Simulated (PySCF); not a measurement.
Bond length, frequency and bond energy of SrF by level of theory

State: ²Σ⁺ (doublet), unpaired electrons σ ↑. Set-up: basis Sr def2-SVP with ECP28, F def2-SVP; scalar-relativistic core potentials; PySCF 2.14. De refers to Sr + F in their high-spin ground configurations, without counterpoise correction. The functionals are run spin-unrestricted. A positive dipole means Sr(−)F(+).

| Level | Re (Å) | ωe (cm⁻¹) | De (eV) | μ (D) | CPU s a point (SCF and correlation, without the integrals) |
| --- | --- | --- | --- | --- | --- |
| UHF | 2.126 | 521 | 3.98 | -3.27 | 0.039 |
| UHF-MP2 | 2.118 | 523 | 5.23 | n/a | 0.057 |
| UHF-SCS-MP2 | 2.121 | 522 | 5.01 | n/a | n/a |
| UHF-CCSD | 2.121 | 523 | 4.80 | n/a | n/a |
| UHF-CCSD(T) | 2.120 | 523 | 4.84 | n/a | 1.4 |
| PBE | 2.094 | 525 | 5.80 | -3.25 | 0.22 |
| BP86 | 2.095 | 524 | 5.73 | -3.31 | 0.15 |
| r²SCAN | 2.094 | 532 | 5.77 | -3.33 | 0.29 |
| PBE0 | 2.090 | 534 | 5.42 | -3.30 | 0.37 |
| MN15 | 2.088 | 536 | 4.99 | -3.56 | 0.33 |
| M06-2X | 2.096 | 533 | 5.08 | -3.67 | 0.36 |

(1) Which functional lies closest to UHF-CCSD(T) in De, which farthest, and by how much do they differ from it?

(2) What does a quarter of exact exchange do here, going from PBE to PBE0?

(3) What does the step from GGA to meta-GGA do here, going from PBE to r²SCAN?

Correlated steps freeze 1 core orbital. Correlated levels converge slowly with the basis: in double zeta they bind strong bonds too weakly, by up to about 1 eV, and carry superposition errors of some tenths. Spin–orbit coupling is left out. The state was picked by a PBE0 search and need not be the measured ground state.

The whole job (state search and all levels along the bond) took about 0.66 min on 1 thread of Intel Xeon 6975P-C (shared host), peak memory 0.41 GiB.

Answers

(1) Closest is MN15 (-3.2 pm in Re, +2.5 % in ωe, +0.15 eV in De against UHF-CCSD(T) in the same basis), farthest PBE (-2.6 pm in Re, +0.4 % in ωe, +0.96 eV in De). CCSD(T) converges more slowly with the basis than the functionals do and binds too weakly in this one, so the order can change at the basis-set limit.

(2) PBE0 less PBE: -0.4 pm in Re, +1.7 % in ωe, -0.38 eV in De. Exact exchange removes part of the self-interaction that spreads semilocal densities, and in most molecules shortens and stiffens the bond and lowers De; so it does here.

(3) r²SCAN less PBE: +0.0 pm in Re, +1.3 % in ωe, -0.03 eV in De.
